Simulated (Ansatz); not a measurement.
Si8Se9⁻. The state is a doublet with charge -1. Geometry PBE-D4/def2-SVP; atoms count from 1.

```xyz
17

Si    2.019    2.202   -1.937
Si    1.191   -0.068   -2.376
Si    0.307   -2.739    1.697
Si    1.889    2.397    1.252
Si   -2.149   -0.626    1.326
Si    1.387   -0.622   -0.116
Si   -1.970   -2.173   -2.436
Si   -3.044   -0.001   -2.159
Se    3.283    1.014   -0.067
Se    0.365    3.017   -0.247
Se   -2.742    1.075   -0.127
Se   -1.560   -2.487   -0.069
Se    2.271   -2.689    0.298
Se   -3.041   -1.103    3.212
Se    2.425    3.075    3.175
Se    0.280   -0.220    1.958
Se   -0.911   -0.053   -3.385
```

Single mean-field runs in def2-SVP are fitted with def2-universal-jkfit. The structure comes from a short search, and lower isomers may exist.

Q: Estimate the Mulliken populations from the PBE0/def2-SVP orbitals of Ansatz.

A: 
| atom | charge (e) | spin (α − β) |
| --- | --- | --- |
| Si1 | 0.10 | 0.15 |
| Si2 | 0.14 | 0.37 |
| Si3 | 0.33 | 0.04 |
| Si4 | 0.31 | 0.00 |
| Si5 | 0.38 | 0.01 |
| Si6 | 0.21 | 0.00 |
| Si7 | 0.13 | 0.03 |
| Si8 | 0.07 | 0.23 |
| Se9 | -0.27 | 0.00 |
| Se10 | -0.21 | 0.04 |
| Se11 | -0.28 | 0.03 |
| Se12 | -0.35 | 0.00 |
| Se13 | -0.32 | 0.03 |
| Se14 | -0.37 | 0.00 |
| Se15 | -0.29 | 0.01 |
| Se16 | -0.26 | 0.00 |
| Se17 | -0.33 | 0.07 |
Mulliken values depend strongly on the basis.

Q: Where does the spin sit?

A: Summed by element: Si 0.83, Se 0.17, of 1 unpaired in all. Largest on single atoms: Si2 0.37, Si8 0.23, Si1 0.15.

Q: And the Mayer bond orders between heavy atoms (over 0.3)?

A: Si1–Si2 0.79 (2.46 Å); Si1–Se9 0.66 (2.55 Å); Si1–Se10 0.77 (2.50 Å); Si2–Si6 0.85 (2.34 Å); Si2–Se17 0.94 (2.33 Å); Si3–Se12 0.58 (2.58 Å); Si3–Se13 0.89 (2.41 Å); Si3–Se16 0.67 (2.53 Å); Si4–Se9 0.80 (2.36 Å); Si4–Se10 1.19 (2.23 Å); Si4–Se15 1.90 (2.11 Å); Si5–Se11 0.97 (2.31 Å); Si5–Se12 0.73 (2.40 Å); Si5–Se14 1.71 (2.14 Å); Si5–Se16 0.53 (2.54 Å); Si6–Se9 0.67 (2.50 Å); Si6–Se13 1.07 (2.29 Å); Si6–Se16 0.80 (2.38 Å); Si7–Si8 0.83 (2.44 Å); Si7–Se12 0.73 (2.42 Å); Si7–Se17 0.65 (2.55 Å); Si8–Se11 1.01 (2.32 Å); Si8–Se17 0.62 (2.46 Å).
